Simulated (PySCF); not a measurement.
# Electron correlation in Au²⁺ (gold, charge +2)

[Xe] 4f14 5d9, 2D determinant. Computed with PySCF 2.14 in x2c-TZVPPall, with the spin-free X2C one-electron Hamiltonian (Gaussian nucleus). Frozen: [Xe] 4f14; 9 electrons correlated.

```tsv
level	correlation energy (mhartree)
CCSD	-237.54
(T)	-6.89
CCSD(T)	-244.43
```

Diagnostics: T1 = 0.0049, D1 = 0.0162, largest double amplitude 0.034.

Spin-orbit coupling, absent here, splits the open shell strongly.

Cost of the coupled-cluster step: of the order of 11 core-seconds, for 9 correlated electrons.

Iterations:

```
CC2 = 0
CCSD nocc = (np.int64(5), np.int64(4)), nmo = (63, 63)
frozen orbitals [[0, 1, 2, 3, 4, 5, 6, 7, 8, 9, 10, 11, 12, 13, 14, 15, 16, 17, 18, 19, 20, 21, 22, 23, 24, 25, 26, 27, 28, 29, 30, 31, 32, 33], [0, 1, 2, 3, 4, 5, 6, 7, 8, 9, 10, 11, 12, 13, 14, 15, 16, 17, 18, 19, 20, 21, 22, 23, 24, 25, 26, 27, 28, 29, 30, 31, 32, 33]]
max_cycle = 100
direct = 0
conv_tol = 1e-08
conv_tol_normt = 1e-06
diis_space = 8
diis_start_cycle = 0
Init t2, MP2 energy = -0.242858708139503
Init E_corr(UCCSD) = -0.242858708142356
cycle = 1  E_corr(UCCSD) = -0.235435529131064  dE = 0.00742317901  norm(t1,t2) = 0.0230987
cycle = 2  E_corr(UCCSD) = -0.236902103407669  dE = -0.00146657428  norm(t1,t2) = 0.0100289
cycle = 3  E_corr(UCCSD) = -0.23732644339074  dE = -0.000424339983  norm(t1,t2) = 0.00673578
cycle = 4  E_corr(UCCSD) = -0.237552701260917  dE = -0.00022625787  norm(t1,t2) = 0.00322668
cycle = 5  E_corr(UCCSD) = -0.237525468831346  dE = 2.72324296e-05  norm(t1,t2) = 0.00131569
cycle = 6  E_corr(UCCSD) = -0.23753311330779  dE = -7.64447644e-06  norm(t1,t2) = 0.000453566
cycle = 7  E_corr(UCCSD) = -0.237541673479959  dE = -8.56017217e-06  norm(t1,t2) = 0.000218492
cycle = 8  E_corr(UCCSD) = -0.237536705689619  dE = 4.96779034e-06  norm(t1,t2) = 8.23886e-05
cycle = 9  E_corr(UCCSD) = -0.237537006205237  dE = -3.00515618e-07  norm(t1,t2) = 1.58573e-05
cycle = 10  E_corr(UCCSD) = -0.237537251899289  dE = -2.45694052e-07  norm(t1,t2) = 3.95854e-06
cycle = 11  E_corr(UCCSD) = -0.237537186218511  dE = 6.5680778e-08  norm(t1,t2) = 1.73615e-06
cycle = 12  E_corr(UCCSD) = -0.237537189455672  dE = -3.23716098e-09  norm(t1,t2) = 8.41048e-07
UCCSD converged
E(UCCSD) = -19008.03918200629  E_corr = -0.2375371894556724
UCCSD(T) correction = -0.0068884747649071
```
